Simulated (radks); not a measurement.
Ionisation ladder of lead, from Pb XLV to Pb LXVI. Each ion is in the ground configuration listed by NIST, and IE = E(next ion) - E(this ion). All-electron calculation, scalar-relativistic Kohn-Sham, LDA (Slater exchange, VWN5 correlation), spin-polarised, spherical densities, finite nucleus; open shells are filled with parallel spins first (spin-orbit coupling, left out, can overturn this in heavy ions); Fermi nuclear charge, rms radius 5.5012 fm. Program: a radial shooting solver on a logarithmic mesh with Libxc functionals.

species	configuration	E (hartree)	IE, Delta-SCF (eV)	<r> HOMO (bohr)	IE, NIST (eV)	kind	error (eV)
Pb XLV	[Kr] 4d2	-19576.0088	2215.3	0.359	2230	theory	-14.7
Pb XLVI	[Kr] 4d1	-19494.5985	2278.3	0.357	2292	theory	-13.7
Pb XLVII	[Kr]	-19410.8720	2591.8	0.358	2543	theory	+48.8
Pb XLVIII	[Ar] 3d10 4s2 4p5	-19315.6258	2654.1	0.356	2605	theory	+49.1
Pb XLIX	[Ar] 3d10 4s2 4p4	-19218.0905	2715.7	0.355	2671	theory	+44.7
Pb L	[Ar] 3d10 4s2 4p3	-19118.2901	2793.4	0.353	2735	theory	+58.4
Pb LI	[Ar] 3d10 4s2 4p2	-19015.6358	2857.0	0.351	2965	theory	-108.0
Pb LII	[Ar] 3d10 4s2 4p1	-18910.6424	2919.9	0.349	3036	theory	-116.1
Pb LIII	[Ar] 3d10 4s2	-18803.3365	3226.5	0.338	3211	theory	+15.5
Pb LIV	[Ar] 3d10 4s1	-18684.7637	3297.4	0.337	3282	semi-emp.	+15.3
Pb LV	[Ar] 3d10	-18563.5850	5460.2	0.155	5414	theory	+46.2
Pb LVI	[Ar] 3d9	-18362.9258	5605.7	0.154	5555	theory	+50.7
Pb LVII	[Ar] 3d8	-18156.9209	5752.1	0.153	5703	theory	+49.1
Pb LVIII	[Ar] 3d7	-17945.5341	5899.4	0.152	5862	theory	+37.4
Pb LIX	[Ar] 3d6	-17728.7346	6047.3	0.151	6015	theory	+32.3
Pb LX	[Ar] 3d5	-17506.4995	6236.9	0.149	6162	theory	+74.9
Pb LXI	[Ar] 3d4	-17277.2969	6390.5	0.148	6442	theory	-51.5
Pb LXII	[Ar] 3d3	-17042.4518	6544.9	0.147	6597	theory	-52.1
Pb LXIII	[Ar] 3d2	-16801.9295	6700.2	0.146	6767	theory	-66.8
Pb LXIV	[Ar] 3d1	-16555.7005	6856.1	0.146	6924	theory	-67.9
Pb LXV	[Ar]	-16303.7441	7529.1	0.163	7362	theory	+167.1
Pb LXVI	[Ne] 3s2 3p5	-16027.0552	7666.7	0.162	7500	theory	+166.7

Reference values: NIST Atomic Spectra Database (exp. = measured, semi-emp. = semi-empirical, theory = theoretical value adopted there). The ionisation energy per charge of the ion left behind rises most, in proportion, at Pb LV ([Ar] 3d10), from 61.064 to 99.277 eV. Open shells are spherical and high-spin; term and fine-structure splittings are not resolved. Spin-orbit splitting is averaged out at the scalar-relativistic level.
